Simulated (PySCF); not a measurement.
2-bromoacrylic acid, C₃H₃BrO₂, SMILES C=C(Br)C(=O)O, point group Cs.

Level: PBE0/pcSseg-1 in PySCF (density fitting, grid level 2); geometry and Hessian at that level, cubic constants and property derivatives from steps of ±0.6 along each species' dimensionless normal coordinates, second-order vibrational perturbation theory. The parent has the commonest isotopes.

Equilibrium geometry (Å):

```csv
atom,x,y,z
C1,-1.4818,-0.1311,0.5322
C2,-0.4803,0.2960,-0.2284
Br3,-0.7578,1.5420,-1.6160
C4,0.9020,-0.2162,0.0117
O5,1.1604,-1.0143,0.8759
O6,1.8142,0.2923,-0.8173
H7,-1.2649,-0.8509,1.3184
H8,-2.5001,0.2167,0.3898
H9,2.6627,-0.1105,-0.5671
```

Task: Give the equilibrium and ground-state rotational constants (MHz) of parent; ¹³C at 1.

Result: 
```
 species      Ae      Be      Ce      A0      B0      C0  Δ0 (u Å²)  harmonic ZPE (cm⁻¹)
  parent  4635.4    1552  1162.7  4599.6    1547    1158     -0.138                12725
¹³C at 1  4476.3  1550.3  1151.5    4442  1545.3  1146.8     -0.136                12683
```

Δ0 = Ic − Ia − Ib from the ground-state constants.

Task: How is the parent's vibrational correction B0 − Be made up?

Result: 
| axis | harmonic | Coriolis | cubic | total (MHz) |
| --- | --- | --- | --- | --- |
| a | 4.8 | -9.54 | -31 | -35.7 |
| b | 1.3 | -1.08 | -5.26 | -5.03 |
| c | 0.354 | -0.164 | -4.9 | -4.71 |

Task: And its quartic centrifugal distortion constants from the harmonic force field?

Result: Asymmetric top, A reduction, Ir representation: ΔJ = 0.142 kHz, ΔJK = 0.0725 kHz, ΔK = 1.04 kHz, δJ = 0.0405 kHz, δK = 0.432 kHz.

A mode lies under 250 cm⁻¹, where this perturbation treatment is rough. Internal rotors are held in one well.
